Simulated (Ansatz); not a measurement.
System: dimethoxyborane, C$_{2}$H$_{7}$BO$_{2}$, net charge 0, singlet state. SMILES: COBOC
Structure (B3LYP-D3(BJ)/def2-TZVP (Ansatz, a first-principles code) minimum search):
```
O
B 1 1.3595
O 2 1.3537 1 120.23
C 1 1.4199 2 122.05 3 -180.00
H 4 1.0909 1 109.03 2 -120.65
H 4 1.0909 5 108.84 1 118.82
H 4 1.0923 5 109.22 6 119.16
C 3 1.4263 2 120.99 1 0.00
H 8 1.0884 3 107.31 2 -180.00
H 8 1.0915 9 109.50 3 -120.51
H 8 1.0915 9 109.50 10 -118.99
H 2 1.1950 3 118.11 8 180.00
```
Charge 0, spin multiplicity 1.

Property: atomisation energy (electronic, to ground-state atoms), in kJ/mol. Correlated levels leave the core frozen unless marked. UHF or UKS for open shells. Spin-orbit coupling is left out. No relativistic terms. The coupled-cluster limit lacks core correlation, which all-electron functionals hold. Basis-set limits of correlation are two-point, X^-3; Hartree-Fock from the larger set. The bracket is a focal-point correction in the basis named.

```json
[
 {"level": "HF/cc-pVDZ", "program": "Ansatz", "atomisation energy (kJ/mol)": "3499.4", "minus last row": "-1312.4"},
 {"level": "r2SCAN/def2-TZVPD", "program": "Ansatz", "atomisation energy (kJ/mol)": "4819.8", "minus last row": "8.0"},
 {"level": "B3LYP/def2-TZVPD", "program": "Ansatz", "atomisation energy (kJ/mol)": "4788.2", "minus last row": "-23.6"},
 {"level": "B2GP-PLYP-D4/def2-TZVPD", "program": "Ansatz + dftd4", "atomisation energy (kJ/mol)": "4757.6", "minus last row": "-54.2"},
 {"level": "RPA@PBE/cc-pVTZ", "program": "Ansatz", "atomisation energy (kJ/mol)": "4500.7", "minus last row": "-311.1"},
 {"level": "CCSD(T)/aug-cc-pVDZ", "program": "Ansatz", "atomisation energy (kJ/mol)": "4491.2", "minus last row": "-320.6"},
 {"level": "RI-MP2/CBS(cc-pVTZ,cc-pVQZ)+[CCSD(T)-MP2]/cc-pVTZ", "program": "Ansatz", "atomisation energy (kJ/mol)": "4811.8", "minus last row": "0.0"}
]
```
